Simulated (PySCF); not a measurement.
H₉OPSi₃.
Bonds: Si1–Si2, Si2–O3, O3–Si4, Si4–P5. Hydrogens: H6, H7, H8 on Si1; H9, H10 on Si2; H11, H12 on Si4; H13, H14 on P5.

Torsions of this conformer, `[SiH3:1][SiH2:2][O:3][SiH2:4][PH2:5]`: Si1–Si2–O3–Si4 71°, Si2–O3–Si4–P5 9°, H–P5–Si4–O3 83°, H–P5–Si4–O3 177°.

The closed-shell ground state was solved at several levels (PySCF, density fitting, gas phase, non-relativistic). Isolated species at its PBE0-D3(BJ)/def2-SVP geometry (one conformer only).

```json
{"level": "PBE0/pcSseg-0", "basis functions": "79", "total energy (Eh)": "-1288.2895", "HOMO (eV)": "-7.61", "LUMO (eV)": "-0.48", "gap (eV)": "7.13", "dipole (D)": "1.39"}
{"level": "BLYP/pcSseg-1", "basis functions": "158", "total energy (Eh)": "-1290.4492", "HOMO (eV)": "-6.32", "LUMO (eV)": "-1.19", "gap (eV)": "5.13", "dipole (D)": "0.76"}
{"level": "PBE/pcSseg-1", "basis functions": "158", "total energy (Eh)": "-1289.7798", "HOMO (eV)": "-6.49", "LUMO (eV)": "-1.40", "gap (eV)": "5.09", "dipole (D)": "0.85"}
{"level": "B97-2/pcSseg-1", "basis functions": "158", "total energy (Eh)": "-1290.5110", "HOMO (eV)": "-7.40", "LUMO (eV)": "-0.54", "gap (eV)": "6.86", "dipole (D)": "0.84"}
{"level": "PBE0/def2-SVP", "basis functions": "131", "total energy (Eh)": "-1289.5046", "HOMO (eV)": "-7.55", "LUMO (eV)": "-0.39", "gap (eV)": "7.16", "dipole (D)": "0.82"}
{"level": "HF/pcSseg-1", "basis functions": "158", "total energy (Eh)": "-1287.6302", "HOMO (eV)": "-10.19", "LUMO (eV)": "2.74", "gap (eV)": "12.93", "dipole (D)": "0.78"}
{"level": "PBE0/6-311+G(2d,p)", "basis functions": "221", "total energy (Eh)": "-1290.0137", "HOMO (eV)": "-7.60", "LUMO (eV)": "-0.76", "gap (eV)": "6.84", "dipole (D)": "0.62"}
```

Problem. Estimate the row for CAM-B3LYP/pcSseg-1, a basis of 158 functions; the other rows only guide the guess.

Solution. Total energy -1290.4809 Eh, HOMO -8.87 eV, LUMO 0.55 eV, gap 9.42 eV, dipole 0.79 D.

Problem. Over all these levels, which gives the widest orbital gap and which the narrowest?

Solution. HF/pcSseg-1 (Hartree–Fock, all exact exchange) has the widest, 12.93 eV, and PBE/pcSseg-1 (GGA) the narrowest, 5.09 eV. The two share the basis. From the narrowest to the widest the HOMO moves by -3.70 eV and the LUMO by +4.14 eV. The HOMO need not be the same orbital at Hartree–Fock and at DFT levels.

Problem. How much does the basis alone move the frontier levels among the 3 PBE0 rows?

Solution. The HOMO by 0.06 eV and the LUMO by 0.37 eV. By rising basis size (HOMO, LUMO in eV): pcSseg-0 -7.61, -0.48; def2-SVP -7.55, -0.39; 6-311+G(2d,p) -7.60, -0.76.

Problem. In the pcSseg-1 basis, how does the gap go with the fixed share of exact exchange?

Solution. PBE (0 %) 5.09 eV; BLYP (0 %) 5.13 eV; B97-2 (21 %) 6.86 eV; HF (100 %) 12.93 eV. Each rise in the share widens the gap here.

Problem. How far do the dipole and the HOMO energy spread over the levels?

Solution. The dipole runs from 0.62 to 1.39 D (mean 0.86 D) and the HOMO from -10.19 to -6.32 eV.
